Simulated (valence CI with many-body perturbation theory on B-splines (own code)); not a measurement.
Values are calculated unless marked as measured or tabulated.
## Level structure of Rb XXXIII

Method: valence CI with perturbative core correlation (CI+MBPT): three valence electrons over a frozen Dirac-Fock core [He], a basis of 11 s, 11 p, 10 d, 8 f, 5 g, 2 h functions for each j, with the one-electron correlation potential Σ1, the two-electron term Σ2, the three-electron term Σ3, Breit, model QED; selected CI, second order for the rest, scaled by the run's own slope (own B-spline code, finite nucleus).

No measured spectrum was set against this ion. As an estimate, large intervals hold to a few tenths of a per cent, small ones and those within an open d or f shell to about a per cent.

Levels 91 to 135 of 211, with energies above the lowest level, (2s^2 2p1/2) J=1/2. "Leading %" is the weight of the configuration and term that name the level; weights of strongly mixed levels are sums over their largest components and can fall short. In the jj column 3d3/2^4 stands for four electrons in 3d with j = 3/2.

```tsv
No.	Configuration	Term	J	E (× 10³ cm⁻¹)	Leading %	g	Second component	Leading jj
91	2p2 3s	2D	5/2	20635	46	1.391	46 % 2p2 3s 4P	2p3/2^2 3s (89 %)
92	2p2 3d	4F	7/2	20647	65	1.266	27 % 2p2 3d 4D	2p1/2 2p3/2 3d5/2 (89 %)
93	2p2 3p	2P°	1/2	20654	81	0.728	9 % 2p2 3p 2S°	2p1/2 2p3/2 3p3/2 (92 %)
94	2p2 3s	2P	3/2	20684	42	1.145	34 % 2p2 3s 2D	2p3/2^2 3s (82 %)
95	2p2 3d	2F	7/2	20686	43	1.152	24 % 2p2 3d 4D	2p1/2 2p3/2 3d3/2 (75 %)
96	2p2 3d	2F	5/2	20708	39	1.210	36 % 2p2 3d 4P	2p1/2 2p3/2 3d5/2 (80 %)
97	2p2 3d	4D	3/2	20718	36	1.190	25 % 2p2 3d 2P	2p1/2 2p3/2 3d5/2 (73 %)
98	2p2 3d	4F	9/2	20731	52	1.220	48 % 2p2 3d 2G	2p1/2 2p3/2 3d5/2 (96 %)
99	2p2 3d	4D	5/2	20777	37	1.242	32 % 2p2 3d 2D	2p1/2 2p3/2 3d3/2 (57 %)
100	2p2 3d	4P	3/2	20791	48	1.398	25 % 2p2 3d 2P	2p1/2 2p3/2 3d3/2 (83 %)
101	2p2 3d	4P	1/2	20808	52	2.104	29 % 2p2 3d 2S	2p1/2 2p3/2 3d3/2 (88 %)
102	2p2 3d	2F	7/2	20845	49	1.088	33 % 2p2 3d 2G	2p1/2 2p3/2 3d5/2 (82 %)
103	2p2 3d	2D	5/2	20847	58	1.141	21 % 2p2 3d 2F	2p1/2 2p3/2 3d5/2 (69 %)
104	2p2 3d	2P	1/2	20865	70	0.952	14 % 2p2 3d 2S	2p1/2 2p3/2 3d5/2 (77 %)
105	2p2 3d	2D	3/2	20866	71	0.904	19 % 2p2 3d 2P	2p1/2 2p3/2 3d5/2 (94 %)
106	2p2 3p	2D°	3/2	20926	29	1.371	22 % 2p2 3p 4S°	2p3/2^2 3p1/2 (94 %)
107	2p2 3p	2D°	5/2	20949	56	1.169	22 % 2p2 3p 2F°	2p3/2^2 3p1/2 (92 %)
108	2p2 3s	2S	1/2	20953	69	1.855	10 % 2p2 3s 4P	2p3/2^2 3s (84 %)
109	2p2 3p	2D°	5/2	21014	54	1.275	31 % 2p2 3p 4P°	2p3/2^2 3p3/2 (98 %)
110	2p2 3p	2F°	7/2	21022	50	1.280	50 % 2p2 3p 4D°	2p3/2^2 3p3/2 (96 %)
111	2p2 3p	2P°	1/2	21026	66	1.085	25 % 2p2 3p 2S°	2p3/2^2 3p3/2 (91 %)
112	2p2 3p	2P°	3/2	21210	64	1.281	17 % 2p2 3p 2D°	2p3/2^2 3p3/2 (97 %)
113	2p2 3p	2P°	1/2	21224	88	0.673	7 % 2p2 3p 4D°	2p3/2^2 3p1/2 (91 %)
114	2p2 3d	2F	7/2	21258	53	1.233	36 % 2p2 3d 4D	2p3/2^2 3d5/2 (98 %)
115	2p2 3d	2G	9/2	21274	52	1.214	48 % 2p2 3d 4F	2p3/2^2 3d5/2 (96 %)
116	2p2 3d	2D	3/2	21289	48	1.082	18 % 2p2 3d 4P	2p3/2^2 3d3/2 (95 %)
117	2p2 3d	2D	5/2	21290	33	1.211	23 % 2p2 3d 4D	2p3/2^2 3d3/2 (81 %)
118	2p2 3d	2P	1/2	21292	76	0.813	12 % 2p2 3d 4D	2p3/2^2 3d3/2 (52 %)
119	2p2 3d	2F	7/2	21319	51	1.074	32 % 2p2 3d 2G	2p3/2^2 3d3/2 (96 %)
120	2p2 3p	2P°	3/2	21352	76	1.316	9 % 2p2 3p 2D°	2p3/2^2 3p3/2 (95 %)
121	2p2 3d	2S	1/2	21379	54	2.032	31 % 2p2 3d 4P	2p3/2^2 3d5/2 (50 %)
122	2p2 3d	2P	3/2	21419	61	1.263	15 % 2p2 3d 4P	2p3/2^2 3d5/2 (89 %)
123	2p2 3d	2D	5/2	21434	62	1.117	28 % 2p2 3d 2F	2p3/2^2 3d5/2 (86 %)
124	2p2 3d	2D	3/2	21608	88	0.805	5 % 2p2 3d 4F	2p3/2^2 3d3/2 (90 %)
125	2p2 3d	2D	5/2	21615	76	1.184	9 % 2p2 3d 2F	2p3/2^2 3d5/2 (93 %)
126	2s2 4s	2S	1/2	24341	96	2.000		2s^2 4s (96 %)
127	2s2 4p	2P°	1/2	24456	96	0.664		2s^2 4p1/2 (96 %)
128	2s2 4p	2P°	3/2	24522	96	1.332		2s^2 4p3/2 (96 %)
129	2s2 4d	2D	3/2	24614	97	0.798		2s^2 4d3/2 (97 %)
130	2s2 4d	2D	5/2	24633	97	1.199		2s^2 4d5/2 (97 %)
131	2s2 4f	2F°	5/2	24687	97	0.855		2s^2 4f5/2 (97 %)
132	2s2 4f	2F°	7/2	24696	97	1.141		2s^2 4f7/2 (97 %)
133	2s 2p 4s	4P°	1/2	24874	81	2.281	19 % 2s 2p 4s 2P°	2s 2p1/2 4s (100 %)
134	2s 2p 4s	4P°	3/2	24958	75	1.627	25 % 2s 2p 4s 2P°	2s 2p1/2 4s (92 %)
135	2s 2p 4p	4D	1/2	24976	68	0.375	21 % 2s 2p 4p 2P	2s 2p1/2 4p1/2 (100 %)
```
